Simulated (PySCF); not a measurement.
**W: ionisation energy**

W [Xe] 4f14 5d4 6s2 (5D) → W⁺ [Xe] 4f14 5d4 6s1 (6D), as a difference of total energies. Computed with PySCF 2.14 in aug-cc-pVTZ-PP with ECP60MDF (6s6p5d3f2g, 88 functions), with a scalar-relativistic core potential. Correlated levels: valence: 5s2 5p6 frozen. The calculations carry no spin-orbit coupling.

```json
{"method": "UHF", "ionisation energy (eV)": "5.886"}
{"method": "MP2 (valence)", "ionisation energy (eV)": "7.237"}
{"method": "SCS-MP2 (valence)", "ionisation energy (eV)": "7.511"}
{"method": "CCSD (valence)", "ionisation energy (eV)": "7.374"}
{"method": "CCSD(T) (valence)", "ionisation energy (eV)": "7.522"}
```

Task: How much does correlation contribute at CCSD(T) (valence)?

Result: 7.522 − (5.886) = 1.636 eV, measured against UHF.

Errors of the correlated levels include the incompleteness of this basis and the frozen core.

For comparison: 7.825 eV (measured; NIST levels, between the centres of gravity of the two terms).
